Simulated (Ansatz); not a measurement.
C2H6Be, singlet, geometry from GFN2-xTB (such geometries of metal compounds can be far from the true shape); Ansatz (a quantum-chemistry and plane-wave program) with B3LYP/def2-SVP.

The Ansatz input:
Ansatz 0.2 input:
```yaml
crystal:
  periodic: [false, false, false]
  atoms:
    - {symbol: Be, position_ang: [0.00743945, 0.00179797, -0.02008394]}
    - {symbol: C, position_ang: [1.34325800, 0.16961268, -1.09841030]}
    - {symbol: H, position_ang: [2.06285984, -0.64799185, -1.04315004]}
    - {symbol: H, position_ang: [1.93940669, 1.06889496, -0.94047812]}
    - {symbol: H, position_ang: [1.05888718, 0.21201450, -2.15043463]}
    - {symbol: C, position_ang: [-1.33744142, -0.18725458, 1.04331116]}
    - {symbol: H, position_ang: [-1.90774025, -1.10115211, 0.87291218]}
    - {symbol: H, position_ang: [-2.07641473, 0.61189152, 0.97592364]}
    - {symbol: H, position_ang: [-1.07164775, -0.22468519, 2.10024171]}
basis:
  gaussian:
    orbitals: def2-SVP
    point_charges:
      - {charge: -1.0, position_ang: [-1.3678, 4.8860, -1.8407]}
hamiltonian:
  xc: b3lyp
```

Q: Write the output that Ansatz gives for this input, abridged.

A: 
```
Functional definition: B3LYP
798 factors; their error is unknown
mean field evaluation 1: about -2560.9700 eV, gradient 6.6e1 eV
mean field evaluation 2: about -2556.1746 eV, gradient 7.4e1 eV
mean field evaluation 4: about -2571.8217 eV, gradient 3.3e-1 eV
mean field evaluation 8: about -2571.8034 eV, gradient 1.4e-1 eV
mean field -2571.80346924 eV, -94.5120342636 hartree, gradient 5.0e-5 eV, S^2 0.000000; 0 other end points of the search recorded, 0 dependent functions left out
reference -2571.80370435 eV, -94.5120429036 hartree; 11, 11 occupied and 56, 56 virtual orbitals, 798 factors
Total energy: -2571.80370435 eV, -94.5120429036 hartree
```
